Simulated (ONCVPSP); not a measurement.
## Tb (Z = 65): one change to an ONCV potential, before and after

Tb, optimised norm-conserving Vanderbilt (ONCV), made with ONCVPSP 4.0.1 (PBEsol, scalar-relativistic). Core [Kr] 4d10 4f8, reference 5s2 5p6 5d1 6s1.5 6p0.5. Waves: 5s+6s: rc 1.70 bohr, ncon 3, nbas 6, qcut 5.6 1/bohr, 3 projectors, debl 0.4 Ha; 5p+6p: rc 2.70 bohr, ncon 4, nbas 8, qcut 4.3 1/bohr, 2 projectors; 5d: rc 3.25 bohr, ncon 4, nbas 8, qcut 5.7 1/bohr, 2 projectors, debl 3.2 Ha; f scattering state at 0.1 Ha: rc 3.40 bohr, ncon 4, nbas 9, qcut 3.5 1/bohr, 2 projectors, debl 2.5 Ha. Local part: polynomial inside 1.55 bohr (lpopt 5, dvloc0 0 Ha). Core correction: Teter function, fcfact 3.5, rcfact 1.7.

Change: s: qcut 4.4.

Cutoffs: the cutoffs (Ha) at which the residual kinetic energy of the hardest occupied pseudo-wave falls to 1 and 0.1 mHa per electron; they do not see the model core or the augmentation charge, which bear on the density cutoff. Errors are all-electron minus pseudo energies relative to the spin-unpolarised reference configuration.

Task: Predict the effect on cutoff, ghosts and configuration errors.

Result: The potential gets harder (13 Ha and 23 Ha → 26 Ha and 49 Ha); a bound ghost appears in s, which as a rule spoils a file; of the 4 tests that both files solve, the error grows in 1 and shrinks in 0 by more than 15 % and 0.3 meV (median size 1.3 → 1.4 meV).

```tsv
quantity	base	changed
cutoff, loose	13 Ha	26 Ha
cutoff, tight	23 Ha	49 Ha
loose cutoff by channel	s 13 Ha, p 7.0 Ha, d 8.2 Ha	s 26 Ha, p 7.0 Ha, d 8.2 Ha
bound ghosts	none	s
GHOST(+) flags under 300 eV	f at 267.5 eV	f at 267.5 eV
error for 5s2 5p6 5d1 6s2 6p0, meV [ΔE -1.47 eV]	+0.2	+0.1
error for 5s2 5p6 5d1 6s1 6p0, meV [ΔE 5.30 eV]	-2.2	-2.3
error for 5s2 5p6 5d1 6s0 6p0, meV [ΔE 17.51 eV]	-9.6	-12
error for 5s2 5p6 5d1 6s1 6p1, meV [ΔE 1.50 eV]	-0.5	-0.6
s: phases at 1.73 bohr within 0.05 rad from the reference energy up to (Ha; the scan ends near 5)	to the end of the scan	to the end of the scan
p: phases at 2.74 bohr within 0.05 rad from the reference energy up to (Ha; the scan ends near 5)	3.2	3.2
d: phases at 3.30 bohr within 0.05 rad from the reference energy up to (Ha; the scan ends near 5)	to the end of the scan	to the end of the scan
f: phases at 3.46 bohr within 0.05 rad from the reference energy up to (Ha; the scan ends near 5)	1.8	1.8
rms error of d²Exc/dni dnj with the model core, mHa	1.32	1.37
```

 A true bound ghost makes a file unfit for plane-wave use even where its test errors are small: the radial tests pick states by their node count and pass the ghost by.
